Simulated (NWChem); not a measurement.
Everything below was run with NWChem. System: arsine (H₃As), charge 0, spin multiplicity 1, at a geometry optimised with PBE/def2-SVP. Level: G0W0@PBE/def2-TZVP, RI basis def2-tzvp-rifit.

NWChem printed:

```
             Northwest Computational Chemistry Package (NWChem) 7.3.0
             --------------------------------------------------------

                                NWChem Input Module
                                -------------------

 Scaling coordinates for geometry "geometry" by  1.889725989
 (inverse scale =  0.529177249)

 Turning off AUTOSYM since
 SYMMETRY directive was detected!

                             Geometry "geometry" -> ""
                             -------------------------

 Output coordinates in angstroms (scale by  1.889725989 to convert to a.u.)

  No.       Tag          Charge          X              Y              Z
 ---- ---------------- ---------- -------------- -------------- --------------
    1 As                  33.0000     0.00104500     0.07264600     0.00000000
    2 H                    1.0000    -0.64650300    -0.78998500     1.09999200
    3 H                    1.0000    -0.64650300    -0.78998500    -1.09999200
    4 H                    1.0000     1.25853500    -0.81736300     0.00000000

 Effective nuclear repulsion energy (a.u.)      34.7270960478

            Nuclear Dipole moment (a.u.)
            ----------------------------
        X                 Y               Z
 ---------------- ---------------- ----------------
     0.0000264562    -0.0000283459     0.0000000000

      Symmetry information
      --------------------

 Group name             Cs
 Group number              2
 Group order               2
 No. of unique centers     3

      Symmetry unique atoms

     1    2    4


 Summary of "ao basis" -> "" (spherical)
 ------------------------------------------------------------------------------
       Tag                 Description            Shells   Functions and Types
 ---------------- ------------------------------  ------  ---------------------
 *                         def2-tzvp                  on all atoms

 new library libraries.bse/

 Summary of "ri basis" -> "" (spherical)
 ------------------------------------------------------------------------------
       Tag                 Description            Shells   Functions and Types
 ---------------- ------------------------------  ------  ---------------------
 *                      def2-tzvp-rifit               on all atoms

  pbe96 is a nonlocal functional; adding pw91lda local functional.

                                 NWChem DFT Module
                                 -----------------
[...]
  ----- ------------  ---------------      ----- ------------  ---------------
     6      1.526853  1 As s                 20     -0.961752  1 As py
    51     -0.919839  2 H  s                 57     -0.919839  3 H  s
    63     -0.919942  4 H  s                  5      0.261985  1 As s
    17     -0.195430  1 As py                 4     -0.161171  1 As s
     3     -0.142976  1 As s                 11      0.136252  1 As py

 center of mass
 --------------
 x =   0.00105590 y =   0.07337940 z =   0.00000000

 moments of inertia (a.u.)
 ------------------
          16.598297423795           0.011729590378           0.000000000000
           0.011729590378          17.418710303863           0.000000000000
           0.000000000000           0.000000000000          16.598062908541

     Multipole analysis of the density
     ---------------------------------

     L   x y z        total         alpha         beta         nuclear
     -   - - -        -----         -----         ----         -------
     0   0 0 0     -0.000000    -18.000000    -18.000000     36.000000

     1   1 0 0     -0.001323     -0.000675     -0.000675      0.000026
     1   0 1 0     -0.092481     -0.046226     -0.046226     -0.000028
     1   0 0 1     -0.000000     -0.000000     -0.000000      0.000000

     2   2 0 0    -14.687892    -11.664717    -11.664717      8.641542
     2   1 1 0     -0.018629     -0.000888     -0.000888     -0.016853
     2   1 0 1     -0.000000     -0.000000     -0.000000      0.000000
     2   0 2 0    -15.983844    -11.724382    -11.724382      7.464919
     2   0 1 1     -0.000000     -0.000000     -0.000000      0.000000
     2   0 0 2    -14.687631    -11.664740    -11.664740      8.641850

 Task  times  cpu:        8.5s     wall:        8.5s

                                NWChem Input Module
                                -------------------

                                 NWChem GW Module
                                 ----------------

                             ***********************
                             ***        GW       ***
                             ***********************

 Summary of "ri basis" -> "ri basis" (spherical)
 ------------------------------------------------------------------------------
       Tag                 Description            Shells   Functions and Types
 ---------------- ------------------------------  ------  ---------------------
 As                     def2-tzvp-rifit             37      159   10s9p8d5f4g1h
 H                      def2-tzvp-rifit              7       15   4s2p1d

                 Memory Information
                 ------------------
          Available GA per process is          1700.0 MBs
          Available stack per process is        700.0 MBs
          Available heap per process is           0.0 MBs

          Peak memory in Initialization
              Peak GA per process is                  2.4 MBs
              Peak stack per process is               0.0 MBs
              Peak heap per process is                2.6 MBs
              Memory not in MA per process            0.0 MBs

          Peak memory in AFF Calculation
              Peak GA per process is                  9.0 MBs
              Peak stack per process is               5.7 MBs
              Peak heap per process is                0.0 MBs
              Memory not in MA per process            5.7 MBs

          Computing 2-center integrals
          Computing Inverse Cholesky factor
          Computing 3-center integrals
          Computing V_xc ...

          Computing Sigma_x
          Computing RPA polarizability
          Solving quasiparticle equations

                  Alpha Orbitals
          State     Energy (eV)     Error (eV)
          -----------------------------------
@GW        15        -18.451           0.005
@GW        16        -12.314           0.002
@GW        17        -12.314           0.002
@GW        18        -10.009           0.002
@GW        19          2.815           0.002
@GW        20          2.815           0.002

   Applying  -3.2465 eV scissor-shift to rest of particle states

   Applying   3.1099 eV scissor-shift to rest of hole states

     GW Timing Statistics
   ------------------------
   Init.   :          0.1s
     ERIs  :          0.4s
     Distr.:          0.0s
     Vxc   :          0.2s
   Sigma_x :          0.0s
   RPA     :          0.2s
   Wmn     :          0.0s
   Sigma_c :          0.0s
   GW total:          0.9s

 Task  times  cpu:        0.9s     wall:        0.9s

 Total times  cpu:        9.5s     wall:        9.5s
```

### Question
Write an NWChem input that would produce this output.

### Answer
This is not unique; one that fits is 
```
start mol
memory heap 200 mb stack 700 mb global 1700 mb
geometry units angstroms nocenter noautoz
  As     0.001045     0.072646     0.000000
  H     -0.646503    -0.789985     1.099992
  H     -0.646503    -0.789985    -1.099992
  H      1.258535    -0.817363     0.000000
  symmetry group Cs
end
basis spherical
  * library def2-tzvp
end
basis "ri basis" bse spherical
  * library def2-tzvp-rifit
end
dft
  xc xpbe96 cpbe96
  iterations 100
  direct
  tolerances tight
end
task dft energy
gw
  states alpha occ 4 vir 2
end
task dft gw
```
